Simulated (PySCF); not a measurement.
CH11GeNSi2.
Atom-mapped SMILES: `[SiH3:1][CH2:2][SiH2:3][NH:4][GeH3:5]` (hydrogens: H6, H7, H8 on Si1; H9, H10 on C2; H11, H12 on Si3; H13 on N4; H14, H15, H16 on Ge5)

Cartesian coordinates in Å at the PBE0-D3(BJ)/def2-SVP level; atoms count from 1:
```
atom  x, y, z in Å
Si1    1.9433   -0.1268    1.0217
C2     1.3727   -1.3259   -0.3108
Si3    0.0628   -0.5757   -1.4324
N4    -1.0551    0.4006   -0.5246
Ge5   -2.3178   -0.1707    0.6811
H6     0.9046    0.0109    2.0881
H7     3.2074   -0.6020    1.6676
H8     2.2062    1.2270    0.4395
H9     2.2332   -1.6462   -0.9233
H10    0.9769   -2.2324    0.1785
H11   -0.6369   -1.6765   -2.1717
H12    0.7182    0.3318   -2.4247
H13   -1.0811    1.3890   -0.7529
H14   -3.7325   -0.1905    0.0632
H15   -1.9086   -1.6003    1.0783
H16   -2.3162    0.7585    1.9092
```

Level of theory: PBE0-D3(BJ)/def2-SVP geometry optimisation, gas phase (PySCF).

Masses are those of the commonest isotopes; rigid-rotor values at the optimised geometry. The values belong to one conformer with, in the numbering `[SiH3:1][CH2:2][SiH2:3][NH:4][GeH3:5]`, Si1–C2–Si3–N4 -39°, C2–Si3–N4–Ge5 -70°.

**Question.** Give the principal moments of inertia and the rotational constants in MHz.

**Answer.** Ia = 176.49, Ib = 553.29, Ic = 664.36 u·Å²; 505379 MHz·u·Å²/I gives A = 2864, B = 913.4, C = 760.7 MHz.

**Question.** What kind of rotor is it?

**Answer.** An asymmetric top: κ = (2 × 913.4 − 2864 − 760.7)/(2864 − 760.7) = -0.85.

**Question.** Is it planar, by Δ = Ic − Ia − Ib?

**Answer.** Not planar: Δ = Ic − Ia − Ib = -65.42 u·Å². For a rigid frame Δ = −2 Σ m c², so Σ m c² = 32.71 u·Å² lies off the ab plane: 15.17 from hydrogen and 17.54 from heavier atoms. The atom farthest from that plane is 1.80 Å away.

**Question.** Give the other two planar moments, Paa and Pbb, and the rms extents of the mass along the axes.

**Answer.** Paa = Σ m a² = (Ib + Ic − Ia)/2 = 520.59 and Pbb = Σ m b² = (Ia + Ic − Ib)/2 = 143.78 u·Å². With the mass M = 166.96 u, the rms extents √(P/M) along a, b and c are 1.77, 0.93, 0.44 Å.

**Question.** Predict some low-J microwave lines.

**Answer.** The dipole components are |μa| = 0.47 D, |μb| = 0.15 D, |μc| = 0.10 D. The squared components, which scale the intensities, stand as 1.00 : 0.10 : 0.05 (a : b : c). Some lines, for components of 0.1 D or more:

```json
{"type": "c", "branch": "Q", "J(Ka,Kc)": "4(1,4) ← 4(0,4)", "MHz": "1369", "lower level (cm⁻¹)": "0.554"}
{"type": "c", "branch": "Q", "J(Ka,Kc)": "3(1,3) ← 3(0,3)", "MHz": "1606", "lower level (cm⁻¹)": "0.334"}
{"type": "a", "branch": "R", "J(Ka,Kc)": "1(0,1) ← 0(0,0)", "MHz": "1674", "lower level (cm⁻¹)": "0.000"}
{"type": "c", "branch": "Q", "J(Ka,Kc)": "2(1,2) ← 2(0,2)", "MHz": "1806", "lower level (cm⁻¹)": "0.167"}
{"type": "b", "branch": "R", "J(Ka,Kc)": "3(0,3) ← 2(1,2)", "MHz": "3182", "lower level (cm⁻¹)": "0.227"}
{"type": "b", "branch": "R", "J(Ka,Kc)": "1(1,1) ← 0(0,0)", "MHz": "3624", "lower level (cm⁻¹)": "0.000"}
{"type": "a", "branch": "R", "J(Ka,Kc)": "3(0,3) ← 2(0,2)", "MHz": "4988", "lower level (cm⁻¹)": "0.167"}
{"type": "b", "branch": "R", "J(Ka,Kc)": "4(0,4) ← 3(1,3)", "MHz": "5006", "lower level (cm⁻¹)": "0.387"}
{"type": "a", "branch": "R", "J(Ka,Kc)": "3(2,1) ← 2(2,0)", "MHz": "5057", "lower level (cm⁻¹)": "0.438"}
{"type": "b", "branch": "R", "J(Ka,Kc)": "2(1,2) ← 1(0,1)", "MHz": "5146", "lower level (cm⁻¹)": "0.056"}
{"type": "a", "branch": "R", "J(Ka,Kc)": "3(1,2) ← 2(1,1)", "MHz": "5246", "lower level (cm⁻¹)": "0.243"}
{"type": "b", "branch": "Q", "J(Ka,Kc)": "3(2,1) ← 3(1,2)", "MHz": "5670", "lower level (cm⁻¹)": "0.418"}
{"type": "c", "branch": "Q", "J(Ka,Kc)": "2(2,1) ← 2(1,1)", "MHz": "5850", "lower level (cm⁻¹)": "0.243"}
{"type": "b", "branch": "Q", "J(Ka,Kc)": "2(2,0) ← 2(1,1)", "MHz": "5859", "lower level (cm⁻¹)": "0.243"}
{"type": "b", "branch": "R", "J(Ka,Kc)": "5(0,5) ← 4(1,4)", "MHz": "6837", "lower level (cm⁻¹)": "0.600"}
{"type": "b", "branch": "Q", "J(Ka,Kc)": "5(2,4) ← 5(1,5)", "MHz": "7255", "lower level (cm⁻¹)": "0.865"}
{"type": "a", "branch": "R", "J(Ka,Kc)": "5(2,4) ← 4(2,3)", "MHz": "8351", "lower level (cm⁻¹)": "0.829"}
{"type": "b", "branch": "Q", "J(Ka,Kc)": "3(3,0) ← 3(2,1)", "MHz": "10095", "lower level (cm⁻¹)": "0.607"}
{"type": "c", "branch": "R", "J(Ka,Kc)": "4(2,2) ← 3(1,2)", "MHz": "12444", "lower level (cm⁻¹)": "0.418"}
{"type": "b", "branch": "R", "J(Ka,Kc)": "4(2,2) ← 3(1,3)", "MHz": "13360", "lower level (cm⁻¹)": "0.387"}
{"type": "b", "branch": "Q", "J(Ka,Kc)": "4(4,1) ← 4(3,2)", "MHz": "14171", "lower level (cm⁻¹)": "1.168"}
{"type": "b", "branch": "R", "J(Ka,Kc)": "4(4,1) ← 3(3,0)", "MHz": "20883", "lower level (cm⁻¹)": "0.944"}
{"type": "b", "branch": "R", "J(Ka,Kc)": "4(4,0) ← 3(3,1)", "MHz": "20883", "lower level (cm⁻¹)": "0.944"}
{"type": "c", "branch": "R", "J(Ka,Kc)": "5(5,0) ← 4(4,0)", "MHz": "26611", "lower level (cm⁻¹)": "1.640"}
```

**Question.** Estimate the classical rotational partition function at 10 K, 25 K and 500 K.

**Answer.** Point group C1, symmetry number σ = 1; q = (√π/σ)·√((kT/h)³/(ABC)), k/h = 20836.6 MHz/K: 3780 at 10 K, 14900 at 25 K, 1340000 at 500 K.

Stationary, but not proved a minimum. Constants of a rigid frame at the computed geometry: no zero-point averaging, no centrifugal distortion. A rigid rotor knows nothing of internal rotation, which can split or shift real lines. Quadrupole hyperfine structure (14N) is left out.
